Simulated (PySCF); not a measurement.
Species: C6H4N (doublet state).
Cartesian coordinates in Å at the GFN2-xTB level; atoms count from 1:
```xyz
11
C6H4N angstrom
N      4.652   -0.115   -0.279
C      3.498   -0.086   -0.169
C      2.168   -0.054   -0.043
C      0.931   -0.022    0.074
C     -0.374    0.009    0.198
C     -1.606    0.795    0.323
C     -1.646   -0.714    0.303
H     -1.953    1.340   -0.546
H     -1.788    1.311    1.256
H     -2.020   -1.217   -0.579
H     -1.856   -1.245    1.222
```

As a line formula: `N#CC#C[C]1CC1` [radical].

Computed, not measured: PySCF, UKS B3LYP, pcH-1 on C H N, non-relativistic, mean-field spin-orbit, GIAO. Isolated species at its GFN2-xTB geometry, gas phase. The geometry wasn't refined by DFT: couplings that depend on bond lengths, twists or pyramidal angles can differ widely from those at the functional's own minimum. Stability of the SCF solution: not tested. ⟨S²⟩ is 0.779 where a pure state has 0.75.

Largest spin populations (Mulliken): C5 (+0.60), C3 (+0.53), N1 (+0.28) and C4 (-0.25). Three atoms exceed +0.15. The angles at C5 add up to 360.0°, so it is planar.

Q: List the C–H protons on four-coordinate carbons next to a three-coordinate spin centre, with their couplings and θ (C–H bond against the normal to the plane of the centre's neighbours, projected along the bond that joins the two).

A: 
```json
{"β H": "H8", "on": "C6", "centre": "C5", "θ (°)": "19", "cos²θ": "0.90", "a (G)": "+19.10"}
{"β H": "H9", "on": "C6", "centre": "C5", "θ (°)": "19", "cos²θ": "0.90", "a (G)": "+19.15"}
{"β H": "H10", "on": "C7", "centre": "C5", "θ (°)": "19", "cos²θ": "0.90", "a (G)": "+19.10"}
{"β H": "H11", "on": "C7", "centre": "C5", "θ (°)": "19", "cos²θ": "0.90", "a (G)": "+19.14"}
```

Couplings in gauss use g_iso = 2.0031.
